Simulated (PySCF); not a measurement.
C4H4O2, SMILES c1ccc(o1)O. Geometry optimised at PBE0-D3(BJ)/def2-SVP. The values are those of a single conformer.

Task: Give the equilibrium geometry at PBE0-D3(BJ)/def2-SVP (PySCF confirms it by a frequency run) as a Z-matrix, and its point group. (The exact figures need the calculation; the answer reports its results.)

Result: This is not unique; one that fits is point group Cs.
```
C
C 1 1.3673
O 2 1.3326 1 134.55
H 3 0.9625 2 108.57 1 0.00
O 2 1.3333 3 113.98 4 180.00
C 5 1.3638 2 107.29 3 180.00
C 6 1.3582 5 109.87 2 0.00
H 6 1.0855 7 134.18 1 180.00
H 1 1.0873 2 127.14 3 0.00
H 7 1.0880 6 126.46 8 0.00
```
